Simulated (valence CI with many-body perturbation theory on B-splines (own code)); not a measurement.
Results of a calculation; reference values are marked as such.
**As2+ in three bases**

Method: valence CI with perturbative core correlation (CI+MBPT): three valence electrons over a frozen Dirac-Fock core [Ar] 3d10, radial functions for each j: 9 s, 9 p, 8 d, 6 f, 3 g, 1 h, with the one-electron correlation potential Σ1, the two-electron term Σ2, the three-electron term Σ3, Breit, model QED; selected CI, second order for the rest, scaled by the run's own slope (own B-spline code, finite nucleus).

Set against measurement, 13 paired levels are off by 215 cm⁻¹ on average, the worst by 553. These come from a selection out of Moore, Atomic Energy Levels, vol. II, NSRDS-NBS 35 (1971 reprint of NBS Circular 467, 1952), an old analysis. Levels without a partner in it may be off by more.

The reference run has the lowest level 4s2 4p 2P°_1/2 and an ionisation energy of 28.3099 eV. Its largest variational space holds 12929 state functions.

Changed runs:
A. basis 6 s, 6 p, 5 d, 3 f, 1 g
B. basis 5 s, 5 p, 4 d, 2 f

Excitation energies of the reference run in cm⁻¹, and shifts in cm⁻¹:

| Level | Reference | A | B |
| --- | --- | --- | --- |
| 4s2 4p 2P°_3/2 | 2930 | -2.5 | -6.1 |
| 4s 4p2 4P_1/2 | 65116 | -92 | -259 |
| 4s 4p2 4P_3/2 | 66284 | -93 | -261 |
| 4s 4p2 4P_5/2 | 67977 | -93 | -260 |
| 4s 4p2 2D_3/2 | 84995 | -10 | +46 |
| 4s 4p2 2D_5/2 | 85317 | -9.2 | +47 |
| 4s2 5s 2S_1/2 | 106604 | -52 | -146 |
| 4s 4p2 2S_1/2 | 107505 | +79 | +300 |
| 4s 4p2 2P_1/2 | 113869 | +63 | +232 |
| 4s 4p2 2P_3/2 | 115363 | +63 | +243 |
| 4s2 4d 2D_3/2 | 117527 | +90 | +485 |
| 4s2 4d 2D_5/2 | 117617 | +91 | +497 |
| Ionisation energy (eV) | 28.3099 | -0.0102 | -0.0306 |
